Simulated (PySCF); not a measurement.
**Shifts of the heteroatoms**

Molfile (atoms numbered from 1):
```
CH6F3P3Si2
     RDKit          3D

 15 15  0  0  0  0  0  0  0  0999 V2000
   -0.2467   -2.0417    1.3255 F   0  0  0  0  0  0  0  0  0  0  0  0
   -0.5246   -2.1447    0.0198 C   0  0  0  0  0  0  0  0  0  0  0  0
   -1.5243   -3.0277   -0.0871 F   0  0  0  0  0  0  0  0  0  0  0  0
    0.5490   -2.7214   -0.5511 F   0  0  0  0  0  0  0  0  0  0  0  0
   -1.0421   -0.5362   -0.8350 P   0  0  0  0  0  0  0  0  0  0  0  0
    0.7544    0.6844   -0.8903 P   0  0  0  0  0  0  0  0  0  0  0  0
    2.5043   -0.4264    0.0651 Si  0  0  0  0  0  4  0  0  0  0  0  0
   -0.6419    0.8355    0.7831 P   0  0  0  0  0  0  0  0  0  0  0  0
   -1.9246    2.5281   -0.0294 Si  0  0  0  0  0  4  0  0  0  0  0  0
    3.0018   -1.3535   -0.9516 H   0  0  0  0  0  0  0  0  0  0  0  0
    3.4247    0.6926    0.2867 H   0  0  0  0  0  0  0  0  0  0  0  0
    2.1811   -1.0879    1.3291 H   0  0  0  0  0  0  0  0  0  0  0  0
   -3.2146    2.4104    0.6559 H   0  0  0  0  0  0  0  0  0  0  0  0
   -1.2112    3.7535    0.3410 H   0  0  0  0  0  0  0  0  0  0  0  0
   -2.0899    2.4430   -1.4834 H   0  0  0  0  0  0  0  0  0  0  0  0
  1  2  1  0
  2  3  1  0
  2  4  1  0
  2  5  1  0
  5  6  1  0
  6  7  1  0
  6  8  1  0
  8  9  1  0
  8  5  1  0
  7 10  1  0
  7 11  1  0
  7 12  1  0
  9 13  1  0
  9 14  1  0
  9 15  1  0
M  END
```

Relativity neglected, rapidly exchanging positions averaged, one computed conformer, no solvent. σ from GIAO-PBE0/pcSseg-1; geometry: GFN2-xTB; PySCF 2.14.0 with density-fitted response routines.

Task: What are the 19F shifts?

Result: 
```
   atoms              environment  σ (ppm)  δ (ppm)
F1/F3/F4  fluorine of a CF3 group    225.0    -42.3
```

Shieldings were converted by a linear fit to measured shifts: 19F (scatter 6.0 ppm rms, 7.0 ppm with the 5 outliers that the fit left out vs CFCl3, solution or neat liquid, with a term for F on sp3 carbon). A few per cent of atoms miss by over 2 rms, more outside the fitted compound classes.

On a 600 MHz spectrometer 19F resonates near 564.6 MHz, so 1 ppm is 564.6 Hz.

Task: Where does 31P resonate?

Result: 
| atoms | environment | σ (ppm) | δ (ppm) |
| --- | --- | --- | --- |
| P5 | ring phosphorus | 490.5 | -136.2 |
| P6/P8 | ring phosphorus | 611.9 | -236.8 |

Shieldings were converted by a linear fit to measured shifts: 31P: δ = 270.09 − 0.828σ (rms 18.1 ppm, 64 shifts vs H3PO4, solution or neat liquid). A few per cent of atoms miss by over 2 rms, more outside the fitted compound classes.

On a 500 MHz spectrometer 31P resonates near 202.4 MHz, so 1 ppm is 202.4 Hz.

Task: What are the 29Si shifts?

Result: 
```
  atoms               environment  σ (ppm)  δ (ppm)
Si7/Si9  silicon bonded to P, 3 H    409.2    -56.4
```

Shieldings were converted by a linear fit to measured shifts: 29Si: δ = 279.94 − 0.822σ (rms 8.9 ppm, 72 shifts, 25.8 ppm with the 6 outliers that the fit left out vs TMS, solution or neat liquid). Occasional misses reach two or three times the rms, and more in compound classes unlike the fitted ones.

On a 500 MHz spectrometer 29Si resonates near 99.3 MHz, so 1 ppm is 99.3 Hz.
